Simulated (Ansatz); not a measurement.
Ansatz (a first-principles code) input (CCSD(T)/def2-QZVPPD):
A basis named .json is the Basis Set Exchange file of that set.

Ansatz 0.2 input:
```yaml
crystal:
  periodic: [false, false, false]
  atoms:
    - {symbol: In, position_ang: [0.31311130, -0.00154110, 0.37595852]}
    - {symbol: Cl, position_ang: [1.11286356, 0.35742091, -1.84301345]}
    - {symbol: Cl, position_ang: [-2.01536082, -0.35297892, 0.75936830]}
basis:
  gaussian:
    orbitals: def2-QZVPPD.json
total_charge: 1
magnetization: {spin_polarized: false}
correlation: {method: ccsd_t, electrons: outside_noble_gas}
```

Output:

```
Functional definition: HF
integrals: 1.50 GiB planned
1513 factors; integrals over basis functions are off by at most 6.3e-4 eV
mean field: 1.16 GiB planned
mean field evaluation 1: about -30147.6389 eV, gradient 3.6e1 eV
mean field evaluation 2: about -30147.6855 eV, gradient 3.6e1 eV
mean field evaluation 4: about -30151.2667 eV, gradient 2.2e0 eV
mean field evaluation 8: about -30151.2992 eV, gradient 2.8e-1 eV
mean field evaluation 16: about -30151.2997 eV, gradient 2.2e-6 eV
mean field -30151.29972794 eV, -1108.0398277168 hartree, gradient 2.8e-6 eV, S^2 0.000000; 0 other end points of the search recorded, 0 dependent functions left out
19 core orbitals not correlated
reference -30151.29972794 eV, -1108.0398277168 hartree; 8, 8 occupied and 219, 219 virtual orbitals, 1513 factors
second order -12.60308577 eV of doubles, -0.00000000 eV of singles
coupled cluster: 2.12 GiB planned
cycle   1  -13.07638457 eV  change   -4.7e-1 eV  update   7.8e-2
cycle   2  -13.33097030 eV  change   -2.5e-1 eV  update   2.7e-2
cycle   3  -13.41945899 eV  change   -8.8e-2 eV  update   1.6e-2
cycle   4  -13.41323335 eV  change    6.2e-3 eV  update   5.0e-3
cycle   5  -13.41006815 eV  change    3.2e-3 eV  update   2.8e-3
cycle   6  -13.41017522 eV  change   -1.1e-4 eV  update   1.2e-3
cycle   7  -13.41021838 eV  change   -4.3e-5 eV  update   6.7e-4
cycle   8  -13.41032393 eV  change   -1.1e-4 eV  update   2.8e-4
cycle   9  -13.41040269 eV  change   -7.9e-5 eV  update   1.0e-4
cycle  10  -13.41037490 eV  change    2.8e-5 eV  update   3.5e-5
cycle  11  -13.41037077 eV  change    4.1e-6 eV  update   1.2e-5
perturbative correction -0.69055320 eV, -0.0253773621 hartree
Total energy: -30165.40065191 eV, -1108.5580271147 hartree
```

This state (charge 1, singlet) is run at the relaxed geometry of the species with charge 0 and multiplicity 2.
